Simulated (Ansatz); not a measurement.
`O[SiH2][GaH][SiH3]`, charge 0, multiplicity 1.

(1) Give a relaxed structure at PBE0-D4/def2-TZVP (Ansatz). (Estimate.)

Answers

(1) Ansatz gave: 
Cartesian coordinates in Å:
```
O -2.1286 1.1285 0.4255
Si -1.5622 0.6571 -1.0602
Ga 0.4700 -0.6496 -0.8893
Si 1.7125 -0.6915 1.1908
H -1.4826 1.4412 1.0601
H -1.2999 1.8424 -1.9357
H -2.6800 -0.1039 -1.6781
H 1.0239 -1.4850 -2.1052
H 3.1715 -0.4685 0.9862
H 1.5436 -2.0160 1.8557
H 1.2318 0.3452 2.1503
```
This is one stationary point; other conformers may exist.
